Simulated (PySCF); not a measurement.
C₂H₆Zn (SMILES [CH3][Zn][CH3]), singlet, at a GFN2-xTB geometry (such geometries of metal compounds can be far from the true shape); B3LYP/STO-3G in PySCF.

PySCF was given this input:
```python
from pyscf import gto, scf, dft

mol = gto.Mole()
mol.atom = '''
    Zn   -0.00000000    0.00000000   -0.00000000
    C     1.58168783    0.22714311   -1.27171747
    H     2.29051525   -0.59164379   -1.18304619
    H     2.12813446    1.14546039   -1.07473949
    H     1.26208980    0.26198332   -2.30967418
    C    -1.58168783   -0.22714311    1.27171747
    H    -2.12813446   -1.14546039    1.07473949
    H    -2.29051525    0.59164379    1.18304619
    H    -1.26208980   -0.26198332    2.30967418
'''
mol.basis = 'sto-3g'
mol.verbose = 4
mol.build()

mf = dft.RKS(mol)
mf.xc = 'b3lyp'
mf.kernel()
```

It wrote (shortened):

```
PySCF version 2.14.0

[INPUT] verbose = 4
[INPUT] num. atoms = 9
[INPUT] num. electrons = 48
[INPUT] charge = 0
[INPUT] spin (= nelec alpha-beta = 2S) = 0
[INPUT] symmetry False subgroup None
[INPUT] Mole.unit = angstrom
[INPUT] Symbol           X                Y                Z      unit          X                Y                Z       unit  Magmom
[INPUT]  1 Zn     0.000000000000   0.000000000000   0.000000000000 AA    0.000000000000   0.000000000000   0.000000000000 Bohr   0.0
[INPUT]  2 C      1.581687830000   0.227143110000  -1.271717470000 AA    2.988956813258   0.429238268982  -2.403197726125 Bohr   0.0
[INPUT]  3 H      2.290515250000  -0.591643790000  -1.183046190000 AA    4.328446506640  -1.118044726400  -2.235633291810 Bohr   0.0
[INPUT]  4 H      2.128134460000   1.145460390000  -1.074739490000 AA    4.021591285649   2.164606423637  -2.030963291355 Bohr   0.0
[INPUT]  5 H      1.262089800000   0.261983320000  -2.309674180000 AA    2.385004066607   0.495076724004  -4.364651637179 Bohr   0.0
[INPUT]  6 C     -1.581687830000  -0.227143110000   1.271717470000 AA   -2.988956813258  -0.429238268982   2.403197726125 Bohr   0.0
[INPUT]  7 H     -2.128134460000  -1.145460390000   1.074739490000 AA   -4.021591285649  -2.164606423637   2.030963291355 Bohr   0.0
[INPUT]  8 H     -2.290515250000   0.591643790000   1.183046190000 AA   -4.328446506640   1.118044726400   2.235633291810 Bohr   0.0
[INPUT]  9 H     -1.262089800000  -0.261983320000   2.309674180000 AA   -2.385004066607  -0.495076724004   4.364651637179 Bohr   0.0

nuclear repulsion = 158.385982166871
number of shells = 20
number of NR pGTOs = 102
number of NR cGTOs = 34
basis = sto-3g
ecp = {}

******** <class 'pyscf.dft.rks.RKS'> ********
method = RKS
initial guess = minao
damping factor = 0
level_shift factor = 0
DIIS = <class 'pyscf.scf.diis.CDIIS'>
diis_start_cycle = 1
diis_space = 8
diis_damp = 0
SCF conv_tol = 1e-09
SCF conv_tol_grad = None
SCF max_cycles = 50
direct_scf = True
direct_scf_tol = 1e-13
XC library pyscf.dft.libxc version 7.1.2
    S. Lehtola, C. Steigemann, M. J. T. Oliveira, and M. A. L. Marques,  SoftwareX 7, 1–5 (2018)
XC functionals = b3lyp
    P. J. Stephens, F. J. Devlin, C. F. Chabalowski, and M. J. Frisch,  J. Phys. Chem. 98, 11623 (1994)
radial grids:
    Treutler-Ahlrichs [JCP 102, 346 (1995); DOI:10.1063/1.469408] (M4) radial grids

becke partition: Becke, JCP 88, 2547 (1988); DOI:10.1063/1.454033
pruning grids: <function nwchem_prune>
grids dens level: 3
symmetrized grids: False
atomic radii adjust function: <function treutler_atomic_radii_adjust>
small_rho_cutoff = 0
Set gradient conv threshold to 3.16228e-05
Initial guess from minao.
tot grids = 107728
init E= -1835.35148629479
  HOMO = -0.0236884545599924  LUMO = -0.0220155189625841  gap/eV = 0.04552
cycle= 1 E= -1830.83914379331  delta_E= 4.51  |g|=  2.8  |ddm|= 5.94
  HOMO = -0.259008736580603  LUMO = -0.243466191078291  gap/eV = 0.42293
cycle= 2 E= -1830.55078673019  delta_E= 0.288  |g|= 2.12  |ddm|= 5.69
  HOMO = 0.111504836047613  LUMO = 0.214979937233979  gap/eV = 2.81570
cycle= 3 E= -1836.94044950935  delta_E= -6.39  |g|= 1.02  |ddm|= 5.66
  HOMO = 0.43684483445968  LUMO = 0.46684874617761  gap/eV = 0.81645
cycle= 4 E= -1812.34265993032  delta_E= 24.6  |g|= 9.54  |ddm|= 8.52
  HOMO = 0.419997619566541  LUMO = 0.464953204833459  gap/eV = 1.22330
cycle= 5 E= -1822.46976923571  delta_E= -10.1  |g|= 8.77  |ddm|= 3.12
  HOMO = 0.423235583674642  LUMO = 0.463063550428292  gap/eV = 1.08377
cycle= 6 E= -1820.46637217491  delta_E=    2  |g|= 9.42  |ddm|= 0.661
  HOMO = 0.425436302912154  LUMO = 0.458605579171365  gap/eV = 0.90258
cycle= 7 E= -1815.77190681867  delta_E= 4.69  |g|=   10  |ddm|= 1.42
  HOMO = 0.436906984584863  LUMO = 0.462663005057325  gap/eV = 0.70086
cycle= 8 E= -1808.51756361036  delta_E= 7.25  |g|= 7.87  |ddm|= 2.29
  HOMO = 0.167930190962167  LUMO = 0.222375083436865  gap/eV = 1.48152
cycle= 9 E= -1830.97370802716  delta_E= -22.5  |g|= 2.83  |ddm|= 7.43
  HOMO = 0.181043610620943  LUMO = 0.18210048856839  gap/eV = 0.02876
cycle= 10 E= -1831.30727455899  delta_E= -0.334  |g|= 2.89  |ddm|= 0.342
  HOMO = 0.118834812461334  LUMO = 0.146273175962404  gap/eV = 0.74664
cycle= 11 E= -1837.23826475542  delta_E= -5.93  |g|= 0.605  |ddm|=  4.5
  HOMO = 0.0957729400158895  LUMO = 0.129050290423701  gap/eV = 0.90552
cycle= 12 E= -1831.49827453985  delta_E= 5.74  |g|= 2.74  |ddm|= 4.47
  HOMO = 0.115851264697148  LUMO = 0.225797308347668  gap/eV = 2.99178
cycle= 13 E= -1830.97513181985  delta_E= 0.523  |g|= 2.59  |ddm|= 0.474
  HOMO = -0.0721064735173491  LUMO = 0.0624612497366367  gap/eV = 3.66177
cycle= 14 E= -1837.30974191127  delta_E= -6.33  |g|= 0.466  |ddm|= 4.96
  HOMO = -0.0627237458139672  LUMO = 0.0555012111554456  gap/eV = 3.21706
cycle= 15 E= -1837.30963994353  delta_E= 0.000102  |g|= 0.459  |ddm|= 0.141
  HOMO = -0.00846890831248819  LUMO = 0.0563078429306781  gap/eV = 1.76267
cycle= 16 E= -1837.33014165917  delta_E= -0.0205  |g|= 0.384  |ddm|= 0.188
  HOMO = 0.0167545100755112  LUMO = 0.0590775693940749  gap/eV = 1.15167
cycle= 17 E= -1837.35610681227  delta_E= -0.026  |g|= 0.283  |ddm|= 0.243
  HOMO = 0.0586076627079139  LUMO = 0.0661448371756992  gap/eV = 0.20510
cycle= 18 E= -1837.38166037875  delta_E= -0.0256  |g|= 0.0717  |ddm|= 0.365
  HOMO = 0.0693138856967417  LUMO = 0.0764746294347213  gap/eV = 0.19485
cycle= 19 E= -1832.6324935533  delta_E= 4.75  |g|= 2.79  |ddm|= 4.49
  HOMO = 0.0693033156026706  LUMO = 0.0765354440963331  gap/eV = 0.19680
cycle= 20 E= -1832.63180930645  delta_E= 0.000684  |g|= 2.79  |ddm|= 0.00813
  HOMO = 0.0693156380506572  LUMO = 0.076563220064012  gap/eV = 0.19722
cycle= 21 E= -1832.63155747147  delta_E= 0.000252  |g|= 2.79  |ddm|= 0.00321
  HOMO = 0.0693425308083016  LUMO = 0.0768194327129213  gap/eV = 0.20346
cycle= 22 E= -1832.62896506373  delta_E= 0.00259  |g|= 2.79  |ddm|= 0.00258
  HOMO = 0.0691123949741264  LUMO = 0.0764261402982536  gap/eV = 0.19902
cycle= 23 E= -1832.63165833838  delta_E= -0.00269  |g|= 2.79  |ddm|= 0.00504
  HOMO = 0.0693595389659046  LUMO = 0.0767169557764388  gap/eV = 0.20021
cycle= 24 E= -1832.63056617813  delta_E= 0.00109  |g|= 2.79  |ddm|= 0.00623
  HOMO = 0.0695425193051728  LUMO = 0.0769364276813895  gap/eV = 0.20120
cycle= 25 E= -1832.6345889118  delta_E= -0.00402  |g|= 2.79  |ddm|= 0.0153
  HOMO = 0.0627195518501545  LUMO = 0.0680201523505264  gap/eV = 0.14424
cycle= 26 E= -1837.38218730505  delta_E= -4.75  |g|= 0.0589  |ddm|= 4.49
  HOMO = 0.0632910349336918  LUMO = 0.0676763850641834  gap/eV = 0.11933
cycle= 27 E= -1837.38239221041  delta_E= -0.000205  |g|= 0.0574  |ddm|= 0.0738
  HOMO = 0.0608059270524781  LUMO = 0.0749504733412353  gap/eV = 0.38489
cycle= 28 E= -1836.6046878005  delta_E= 0.778  |g|=  1.9  |ddm|=  2.9
  HOMO = 0.0608922485729966  LUMO = 0.0684508282741141  gap/eV = 0.20568
cycle= 29 E= -1837.24093212391  delta_E= -0.636  |g|= 0.821  |ddm|= 1.03
  HOMO = 0.0590913837842512  LUMO = 0.0709905069170529  gap/eV = 0.32379
cycle= 30 E= -1837.00469717214  delta_E= 0.236  |g|= 1.33  |ddm|= 0.519
  HOMO = 0.0594741690417479  LUMO = 0.0699871573614846  gap/eV = 0.28607
cycle= 31 E= -1837.119828667  delta_E= -0.115  |g|= 1.11  |ddm|= 0.214
  HOMO = 0.0594240685570203  LUMO = 0.0700811790000654  gap/eV = 0.28999
cycle= 32 E= -1837.11219017133  delta_E= 0.00764  |g|= 1.12  |ddm|= 0.0163
  HOMO = 0.0591620129926179  LUMO = 0.0702793412536693  gap/eV = 0.30252
cycle= 33 E= -1837.09576902297  delta_E= 0.0164  |g|= 1.15  |ddm|= 0.0557
  HOMO = 0.0579590075885244  LUMO = 0.0723043089973287  gap/eV = 0.39036
cycle= 34 E= -1836.89774295638  delta_E= 0.198  |g|=  1.5  |ddm|= 0.33
  HOMO = 0.0581094440467189  LUMO = 0.0720190046732831  gap/eV = 0.37850
cycle= 35 E= -1836.92211341011  delta_E= -0.0244  |g|= 1.46  |ddm|= 0.0366
  HOMO = 0.0360513081219963  LUMO = 0.0775289102869412  gap/eV = 1.12866
cycle= 36 E= -1837.31319700624  delta_E= -0.391  |g|= 0.609  |ddm|= 1.04
  HOMO = -0.0263622068910651  LUMO = 0.0590548570039985  gap/eV = 2.32432
cycle= 37 E= -1837.37337528764  delta_E= -0.0602  |g|= 0.313  |ddm|=  1.3
  HOMO = -0.00290324824215238  LUMO = 0.0682015817776346  gap/eV = 1.93486
cycle= 38 E= -1837.40430481761  delta_E= -0.0309  |g|= 0.112  |ddm|= 0.798
  HOMO = -0.0138243172542621  LUMO = 0.0683705081144634  gap/eV = 2.23664
cycle= 39 E= -1837.40666843047  delta_E= -0.00236  |g|= 0.0608  |ddm|= 0.16
  HOMO = -0.019293486080358  LUMO = 0.066855001086322  gap/eV = 2.34422
cycle= 40 E= -1837.40778796784  delta_E= -0.00112  |g|= 0.00707  |ddm|= 0.0821
  HOMO = -0.0214991547471379  LUMO = 0.0662862858592082  gap/eV = 2.38876
cycle= 41 E= -1837.40786444176  delta_E= -7.65e-05  |g|= 0.014  |ddm|= 0.0507
  HOMO = -0.0211401409690809  LUMO = 0.0663632001653658  gap/eV = 2.38109
cycle= 42 E= -1837.40791368765  delta_E= -4.92e-05  |g|= 0.01  |ddm|= 0.0111
  HOMO = -0.0207483763266729  LUMO = 0.0659108346366206  gap/eV = 2.35812
cycle= 43 E= -1837.4082829399  delta_E= -0.000369  |g|= 0.00768  |ddm|= 0.206
  HOMO = -0.0206023253471643  LUMO = 0.0657549310198122  gap/eV = 2.34990
cycle= 44 E= -1837.40836253255  delta_E= -7.96e-05  |g|= 0.00438  |ddm|= 0.0598
  HOMO = -0.0204397533037923  LUMO = 0.065388317106186  gap/eV = 2.33550
cycle= 45 E= -1837.40844836277  delta_E= -8.58e-05  |g|= 0.00984  |ddm|= 0.168
  HOMO = -0.0204987267810415  LUMO = 0.0653189491800285  gap/eV = 2.33522
cycle= 46 E= -1837.40846074168  delta_E= -1.24e-05  |g|= 0.00168  |ddm|= 0.0469
  HOMO = -0.0202356087270897  LUMO = 0.0651333993634661  gap/eV = 2.32301
cycle= 47 E= -1837.40847674652  delta_E= -1.6e-05  |g|= 0.00505  |ddm|= 0.0524
  HOMO = -0.0204745097864616  LUMO = 0.0653112964247025  gap/eV = 2.33435
cycle= 48 E= -1837.40847423976  delta_E= 2.51e-06  |g|= 0.00143  |ddm|= 0.0248
  HOMO = -0.0206126000655679  LUMO = 0.0653561326599422  gap/eV = 2.33933
cycle= 49 E= -1837.4084723268  delta_E= 1.91e-06  |g|= 0.0011  |ddm|= 0.00802
  HOMO = -0.0208555578499839  LUMO = 0.0654895803446171  gap/eV = 2.34957
cycle= 50 E= -1837.40846539148  delta_E= 6.94e-06  |g|= 0.0031  |ddm|= 0.0166
SCF not converged.
SCF energy = -1837.40846539148
```

Convergence was not reached.
